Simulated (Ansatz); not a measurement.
```csv
atom,x (Å),y (Å),z (Å)
Cu,0.0000,0.0000,-0.7083
Cl,0.0000,0.0000,1.2083
```

Basis set: def2-TZVP (spherical functions). Frozen core: 10 orbitals. Charge 0, multiplicity 1.

Computed with Ansatz (development build ahead of 0.2.0); each method stands on the lowest determinant of its kind that the runs found. Restricted open shells among the atoms or ions are ROHF, correlated in semicanonical orbitals with singles.

Problem. Give the atomization energy at this shape (free ground-state atoms in the same class of orbitals less the molecule, no zero-point energy) of singlet CuCl by RHF-MP2, RHF.

Solution.

```csv
method,atomization energy
RHF-MP2,350.1 kJ/mol
RHF,213.1 kJ/mol
```

Caution: the shape is not the minimum.
